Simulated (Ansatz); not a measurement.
`CN[SiH](F)OC` → `CO[Si]F` + CH₃NH₂ at 298.15 K and 1 bar (silylene formation by 1,1-elimination).

Computed with Ansatz on PBE0-D4/def2-TZVP structures; ΔE is electronic, products minus reactants. CBS: MP2 limit from def2 TZ/QZ plus the TZ coupled-cluster correction, frozen cores. One conformer a species, not always the lowest.

```csv
species,CCSD(T)/CBS energy (Eh),H − E (kJ/mol),S (J/(mol·K))
`CN[SiH](F)OC`,-599.80104,313.6,390.7
`CO[Si]F`,-503.96814,134.5,307.8
CH₃NH₂,-95.75281,180.0,240.4
```

H − E and S are ideal-gas, rigid-rotor, harmonic terms from PBE0-D4/def2-TZVP, for one conformer and one mirror image of each species. 1 Eh = 2625.50 kJ/mol, R = 8.31446 J/(mol·K).

Task: By hand: ΔE, ΔH, ΔS and ΔG.

Result: ΔE = (-503.96814) + (-95.75281) − (-599.80104) = 0.08009 Eh = 210.3 kJ/mol. Δ(H − E) = 134.5 + 180.0 − 313.6 = 0.9, so ΔH = 211.2 kJ/mol. ΔS = 307.8 + 240.4 − 390.7 = 157.5 J/(mol·K). ΔG = 211.2 − 298.15 × (157.5)/1000 = 164.2 kJ/mol.

Task: By hand: the equilibrium constant, and the temperature at which ΔG would vanish if ΔH and ΔS stayed fixed.

Result: log₁₀ K = −ΔG/(RT ln 10) = -28.8. ΔG = 0 at ΔH/ΔS = 1341 K.

The number of gas molecules changes by +1, which sets the sign of ΔS. A doubt of 5 kJ/mol in ΔE shifts log₁₀ K by 0.9 here. Other conformers and mirror images would add mixing entropy, several J/(mol·K) or more a flexible species. These are equilibria of isolated gas molecules and say nothing of rates. Largest T1 diagnostic: 0.014 (customary marks: 0.02 for closed shells, 0.045 for open ones).
